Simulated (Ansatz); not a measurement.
`C[S][Cd][Cl]` + NH₃ → `[NH2][Cd][Cl]` + CH₃SH at 298.15 K and 1 bar (ligand exchange at a Cd–S bond).

Isolated molecules relaxed with PBE0-D4/def2-TZVP in Ansatz; ΔE leaves out vibrations. CCSD(T)/CBS adds triple-zeta CCSD(T) − MP2 to the extrapolated MP2 energy (def2 sets, frozen cores). This one scheme is used for every species. Elements past krypton have def2 core potentials. For Cd outer-core shells are correlated without core-valence functions, which leaves a few kJ/mol of doubt a bond. Each species was taken in one conformer, which may not be the lowest.

```json
{"species": "`C[S][Cd][Cl]`", "CCSD(T)/CBS energy (Eh)": "-1065.19669", "H − E (kJ/mol)": "124.6", "S (J/(mol·K))": "357.4"}
{"species": "NH₃", "CCSD(T)/CBS energy (Eh)": "-56.50880", "H − E (kJ/mol)": "100.5", "S (J/(mol·K))": "192.4"}
{"species": "`[NH2][Cd][Cl]`", "CCSD(T)/CBS energy (Eh)": "-683.44247", "H − E (kJ/mol)": "83.2", "S (J/(mol·K))": "304.7"}
{"species": "CH₃SH", "CCSD(T)/CBS energy (Eh)": "-438.22835", "H − E (kJ/mol)": "133.0", "S (J/(mol·K))": "253.2"}
```

H − E and S are ideal-gas, rigid-rotor, harmonic terms from PBE0-D4/def2-TZVP, for one conformer and one mirror image of each species. 1 Eh = 2625.50 kJ/mol, R = 8.31446 J/(mol·K).

By hand: ΔE, ΔH, ΔS and ΔG.

ΔE = (-683.44247) + (-438.22835) − (-1065.19669) − (-56.50880) = 0.03467 Eh = 91.0 kJ/mol. Δ(H − E) = 83.2 + 133.0 − 124.6 − 100.5 = -8.9, so ΔH = 82.1 kJ/mol. ΔS = 304.7 + 253.2 − 357.4 − 192.4 = 8.1 J/(mol·K). ΔG = 82.1 − 298.15 × (8.1)/1000 = 79.7 kJ/mol.

By hand: the equilibrium constant, and the temperature at which ΔG would vanish if ΔH and ΔS stayed fixed.

log₁₀ K = −ΔG/(RT ln 10) = -14.0. ΔG = 0 at ΔH/ΔS = 10136 K, far beyond where these terms or the molecules hold.

The number of gas molecules stays the same, so ΔS is small and ΔH decides. A doubt of 5 kJ/mol in ΔE shifts log₁₀ K by 0.9 here. Other conformers and mirror images would add mixing entropy, several J/(mol·K) or more a flexible species. These are equilibria of isolated gas molecules and say nothing of rates. Largest T1 diagnostic: 0.014 (customary marks: 0.02 for closed shells, 0.045 for open ones).
